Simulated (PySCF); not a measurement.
Job for PySCF: D3(BJ) and D4 dispersion corrections on CH5N (SMILES CN), a point of a torsion scan.

```python
from pyscf import gto
from pyscf.dispersion import dftd3, dftd4

mol = gto.M(
    atom='''
    C    -0.57598974    0.05602481   -0.02655805
    N     0.86999541   -0.15582089   -0.07595156
    H    -1.11205716   -0.60039820   -0.71380208
    H    -0.84756555    1.08562202   -0.26336461
    H    -0.92631009   -0.16000918    0.98621436
    H     1.35487318    0.68954629   -0.34889091
    H     1.11188722   -0.87719257   -0.74330026
    ''',
    basis='def2-svp',
    charge=0, spin=0, verbose=0, max_memory=1800)
d3, d4 = {}, {}
for xc in ['hf', 'pbe', 'blyp', 'revpbe', 'tpss', 'r2scan', 'b3lyp', 'pbe0', 'bhlyp', 'camb3lyp', 'b2plyp']:
    d3[xc] = float(dftd3.DFTD3Dispersion(mol, xc=xc, version='d3bj', atm=False).get_dispersion()['energy'])
    print(f'D3(BJ) {xc:10s} {d3[xc]:14.8f} Eh')
for xc in ['hf', 'pbe', 'blyp', 'revpbe', 'tpss', 'r2scan', 'b3lyp', 'pbe0', 'bhlyp', 'camb3lyp', 'b2plyp']:
    d4[xc] = float(dftd4.DFTD4Dispersion(mol, xc={'camb3lyp': 'cam-b3lyp'}.get(xc, xc), atm=True).get_dispersion()['energy'])
    print(f'D4     {xc:10s} {d4[xc]:14.8f} Eh')
```

The log:

```
D3(BJ) hf            -0.02638716 Eh
D3(BJ) pbe           -0.00266305 Eh
D3(BJ) blyp          -0.00541217 Eh
D3(BJ) revpbe        -0.00747704 Eh
D3(BJ) tpss          -0.00318441 Eh
D3(BJ) r2scan        -0.00065913 Eh
D3(BJ) b3lyp         -0.00434457 Eh
D3(BJ) pbe0          -0.00212042 Eh
D3(BJ) bhlyp         -0.00317149 Eh
D3(BJ) camb3lyp      -0.00169412 Eh
D3(BJ) b2plyp        -0.00183572 Eh
D4     hf            -0.00949343 Eh
D4     pbe           -0.00208613 Eh
D4     blyp          -0.00493998 Eh
D4     revpbe        -0.00888861 Eh
D4     tpss          -0.00284311 Eh
D4     r2scan        -0.00049686 Eh
D4     b3lyp         -0.00333086 Eh
D4     pbe0          -0.00169005 Eh
D4     bhlyp         -0.00208369 Eh
D4     camb3lyp      -0.00163823 Eh
D4     b2plyp        -0.00143377 Eh
```

The run finished.

Cost: very roughly 0.08 core-seconds.
